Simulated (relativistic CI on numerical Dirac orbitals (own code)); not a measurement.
# Ir3+: N6,7 absorption edge

Computed with this model: Dirac-Coulomb-Breit CI, orbitals from a KLI potential per configuration, QED by a radiative potential, valence Slater integrals scaled by 0.9, multiplet model of core-to-valence dipole absorption; configurations [Xe] 4f14 5d6 → [Xe] 4f13 5d7; 80 K; Lorentzian 0.45 eV and Gaussian 0.3 eV FWHM. Energies are those of the free ion, without screening or charge transfer. The branching ratio is the share of the lower-energy edge in the whole absorption, uncertain by about 0.02 where the edges overlap. S is read from ⟨S²⟩ = S(S + 1).

Field parameters in Wybourne normalisation: D3d B²₀ = −7Dσ, B⁴₀ = −14Dq − 21Dτ, B⁴₃ = −14√(10/7) Dq. The field is a parameter set, without covalency.

free ion: ground-state S = 1.88, centroid 61.54 eV. Peaks (eV, height): 60.8 (95), 61.2 (100), 63.3 (39).

D3d, 10Dq = 33050, Dσ = -1200, Dτ = -100 cm⁻¹: ground-state S = 0.20, centroid 63.37 eV. Peaks (eV, height): 61.9 (100), 64.7 (64).

Strongest unbroadened transitions for free ion:

| Energy (eV) | Relative strength |
| --- | --- |
| 60.19 | 18.1 |
| 60.67 | 63.2 |
| 60.72 | 32.8 |
| 61.20 | 100.0 |
| 61.33 | 2.9 |
| 61.60 | 12.1 |
| 61.74 | 4.1 |
| 61.83 | 2.4 |
| 62.08 | 5.8 |
| 62.41 | 4.0 |
| 63.33 | 25.9 |
| 63.36 | 16.4 |
| 63.45 | 5.0 |
| 63.75 | 1.5 |
| 64.14 | 2.4 |
| 64.23 | 1.3 |
| 64.33 | 1.7 |
| 64.64 | 2.2 |
